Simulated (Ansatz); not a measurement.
Cartesian coordinates in Å:
```
C 1.360 0.236 0.266
Si -0.251 -0.119 -0.582
C -1.774 -0.441 0.277
N -1.721 0.782 -0.089
H 1.876 1.067 -0.222
H 1.186 0.499 1.310
H 2.020 -0.635 0.231
H -0.128 -0.440 -2.021
H -2.567 -0.949 0.829
```

The species carries charge 0 and has multiplicity 1.

Q: List the ωB97M-V/def2-TZVPP orbital energies in eV (Ansatz 0.2.0). (An estimate is asked.)

A: The calculation gave: Occupied: -1807.20, -394.62, -282.54, -281.39, -148.26, -102.40, -102.37, -102.34, -28.55, -22.70, -18.39, -16.88, -14.62, -14.29, -13.87, -13.01, -12.38, -11.14, -8.62. Lowest empty: 1.63, 1.92, 2.50, 3.32, 3.92, 4.18, 4.28, 4.63.
